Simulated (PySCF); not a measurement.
# From computed data to an observable: chemical shift, span and skew from a shielding tensor

C3H3BFNO, SMILES C1OB(F)N=CC=1. Atoms are numbered in the order given.

```xyz
10

F     -0.0073    -2.2767     0.0000
B     -0.0796    -0.9535     0.0000
N     -1.3037    -0.2304     0.0000
C     -1.2061     1.0645     0.0000
C      0.0491     1.7763     0.0000
C      1.1887     1.0357     0.0000
O      1.1549    -0.2969     0.0000
H     -2.1304     1.6677     0.0000
H      0.0909     2.8657     0.0000
H      2.1996     1.4531     0.0000
```
Charge 0, spin multiplicity 1.

Geometry: B3LYP-D3(BJ)/def2-SVP. This is a generated structure with no PubChem entry under its InChIKey; it may be hypothetical.

GIAO shieldings from HF/pcSseg-1 (PySCF), non-relativistic, no solvent. The symmetric part of the tensor of F1 has the principal values 229.1, 365.9, 392.0 ppm. The same nucleus in CFCl3 has σ = 238.5 ppm at this level (PySCF, at its B3LYP-D3(BJ)/def2-TZVP geometry).

Problem. Work out the isotropic shielding, the ¹⁹F shift against CFCl3, the span and the skew.

Solution. 
σ(iso) = (σ11 + σ22 + σ33)/3 = 329.0 ppm. δ = σ(ref) − σ(iso) = 238.5 − (329.0) = -90.5 ppm.
Span Ω = σ33 − σ11 = 162.9 ppm. Skew κ = 3(σ(iso) − σ22)/Ω = -0.68. Tumbling in solution averages the tensor to δ; in a static solid the shielding alone would spread this spin-1/2 line over Ω.
